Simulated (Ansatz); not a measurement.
Consider the ligand exchange at a Mo–O bond: `[O]=[Mo](=[O])([OH])[OH]` + HCl → `[O]=[Mo](=[O])([OH])[Cl]` + H₂O.

Isolated molecules relaxed with PBE0-D4/def2-TZVP in Ansatz; ΔE leaves out vibrations. CBS: MP2 limit from def2 TZ/QZ plus the TZ coupled-cluster correction, frozen cores. This one scheme is used for every species. Functionals use def2-TZVPP. B3LYP here is the variant with VWN-RPA as its local correlation; programs differ in this. HSE06 is defined as in plane-wave codes. def2 core potentials past Kr. For Mo outer-core shells are correlated without core-valence functions, which leaves a few kJ/mol of doubt a bond. Each species was taken in one conformer, which may not be the lowest.

Task: Is it downhill or uphill in electronic energy at CCSD(T)/CBS, and by how much? (Estimate.)

Result: Ansatz gave: Downhill: ΔE = -39.0 kJ/mol.

Task: What do these levels give: PBE-D4, PBE, PBE0, B3LYP, r2SCANh, r2SCAN0, HSE06, HF/def2-SVP, CCSD(T)/def2-SVP, SCS-MP2/def2-TZVPP, CCSD/def2-TZVPP, MP2/CBS(def2)? (Best estimate.)

Result: Computed: PBE-D4 -31.7, PBE -30.2, PBE0 -32.4, B3LYP -27.5, r2SCANh -31.2, r2SCAN0 -32.3, HSE06 -32.8, HF/def2-SVP -21.3, CCSD(T)/def2-SVP -25.8, SCS-MP2/def2-TZVPP -44.2, CCSD/def2-TZVPP -30.2, MP2/CBS(def2) -56.7 kJ/mol.

Largest T1 diagnostic among the species: 0.025, so the coupled-cluster value is less sure than usual.

Leaving LDA and LC-ωPBE aside and taking each functional with its dispersion term where it has one, the values, not all of them listed here, spread over 16.2 kJ/mol, from PBE-QIDH to CAM-B3LYP-D4. LDA lies +4.3 kJ/mol from PBE without D4. In def2-TZVPP, CCSD(T) changes the Hartree–Fock value by −7.5 kJ/mol (the triples alone add −3.2 kJ/mol) and MP2 by −25.2 kJ/mol.
